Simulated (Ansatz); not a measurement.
Cost and result up the ladder for Cu(PH3)Br (CuPH₃Br) (6 atoms). Charge 0, multiplicity 1. Geometry: PBE0-D4/def2-TZVP.

```xyz
6

Cu   -1.3626    0.0843   -0.3880
P     0.7219   -0.0462    0.2046
H     1.0349   -0.3579    1.5431
H     1.5465    1.0877    0.0598
H     1.5576   -0.9896   -0.4266
Br   -3.4982    0.2216   -0.9929
```

Ansatz on 4 threads of Arm Neoverse V2 on a shared host. Times are rough, and most runs start from the orbitals of an earlier one. ωB97X-V/def2-TZVP serves as the yardstick here, not as an exact answer. Differences are given only for rows in sets of like size (and for xTB, whose basis is part of the method), since another set adds its own error. Binding counts from free atoms at the same level (Cu doublet, P quartet, H doublet, Br doublet; other spins of the atoms weren't run), without zero-point energy or a counterpoise term.

B3LYP takes the VWN-RPA correlation. Correlated methods freeze 23 core orbitals; core or outer-core shells of Br are correlated, in sets that lack core-valence functions.

Correlated methods converge slowly with the basis.

```tsv
level	functions	wall time	binding energy per atom (eV)	difference from ωB97X-V/def2-TZVP (eV)
LDA (SPW92)/def2-TZVP	148	0.8 s	2.97	0.35
PBE-D4/def2-SVP	96	0.85 s	2.65	–
BLYP-D4/def2-TZVP	148	1.5 s	2.57	-0.06
PBE0-D4/def2-SVP	96	1.5 s	2.57	–
HF/def2-TZVP	148	1.5 s	1.75	-0.88
PBE-D4/def2-TZVP (with forces)	148	1.6 s	2.60	-0.02
PBE-D4/def2-TZVPD	175	1.9 s	2.62	-0.01
B3LYP-D4/def2-TZVP	148	2.3 s	2.57	-0.06
CAM-B3LYP-D4/def2-TZVP	148	2.6 s	2.59	-0.04
r2SCAN-D4/def2-TZVP	148	3.2 s	2.63	0.00
PBE0-D4/def2-TZVPD	175	3.2 s	2.56	-0.07
r2SCAN-D4/def2-TZVPD	175	5 s	2.64	0.01
ωB97X-V/def2-TZVP	148	6 s	2.63	0.00
CCSD(T)/def2-TZVPP	196	75 s	2.51	-0.11
```
